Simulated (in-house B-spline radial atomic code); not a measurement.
# Xe VII (Xe6+): [Ar] (3d3/2)3 (3d5/2)6 4s2 4p6 4d10 5s2 7s1 (an excited or competing configuration)

Method: Dirac-Hartree-Fock, average of the jj configuration, Fermi nucleus of rms radius 4.7859 fm. Calculated with an all-electron radial atomic-structure program (B-spline basis).

Z_r = [3n² - l(l+1)]/(2<r>); Z_e = n√(-2ε); the last column is Slater's effective charge. Values are occupation-weighted means over j. An effective charge above Z reflects the relativistic contraction of the inner shells.

```tsv
shell	electrons	ε (eV)	<r> (bohr)	Z_r	Z_e	Slater
1s	2	-34898	0.02665	56.28	50.65	53.70
2s	2	-5650.8	0.114	52.65	40.76	49.85
2p	6	-5085.8	0.1001	49.97	38.67	49.85
3s	2	-1293.5	0.3027	44.59	29.25	42.75
3p	6	-1104.7	0.3006	41.59	27.03	42.75
3d	9	-827.13	0.2778	37.80	23.39	33.20
4s	2	-329.73	0.7023	34.17	19.69	27.10
4p	6	-265.76	0.7452	30.86	17.68	27.10
4d	10	-168.96	0.8265	25.41	14.10	15.85
5s	2	-101.16	1.587	23.62	13.63	11.35
7s	1	-29.618	4.885	15.05	10.33	7.00
```

The least bound orbital is 7s1/2 at -29.62 eV, and it is also the most diffuse (<r> = 4.885 bohr). The part-filled 3d shell lies below the filled 5s shell in orbital energy.

For the 1s electron the small component carries 3.96 % of the norm, the zero-frequency Breit interaction raises the level by 86.96 eV, self-energy by 49.96 eV, and vacuum polarisation lowers it by 7 eV.
